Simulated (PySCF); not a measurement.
Task: Write Cartesian coordinates for `B[O][SnH3]` as optimised with PBE0-D3(BJ)/def2-SVP.

Result: 
```
atom  x, y, z in Å
B1     1.6280   -0.2107    0.3860
O2     0.5247    0.5118    0.6037
Sn3   -1.2883    0.2231   -0.2383
H4     1.6283   -1.1631   -0.3820
H5     2.6426    0.1037    0.9790
H6    -1.5961    1.6698   -1.0893
H7    -1.1439   -1.1495   -1.2453
H8    -2.3373   -0.0037    1.0883
```

Any rigid rotation of these coordinates is as good. Atoms count from 1 in this order. B1 (three-coordinate boron) is planar (angles 121.6°, 120.5° and 118.0°, sum 360.0°, 0.00 Å off the plane of its three neighbours). O2 (boron-bound oxygen) is bent (angle 126.6°). Sn3 (tin bonded to O and 3 H) is distorted tetrahedral (angles from 104.3° to 113.8°).

Bonds between heavy atoms (Å): B1–O2 1.337, O2–Sn3 2.020.

Computed, not measured: PBE0-D3(BJ)/def2-SVP geometry optimisation, gas phase, def2 core potentials past Kr in PySCF.

Not checked by PBE0-D3(BJ)/def2-SVP frequencies. One conformer, not necessarily the lowest (H–B1–O2–Sn3 0° and 180°).

On an Arm Neoverse V2 with one thread, on a shared host, this took 16 s of wall time and 0.35 GiB of memory at its peak. That covers the optimisation of the geometry.
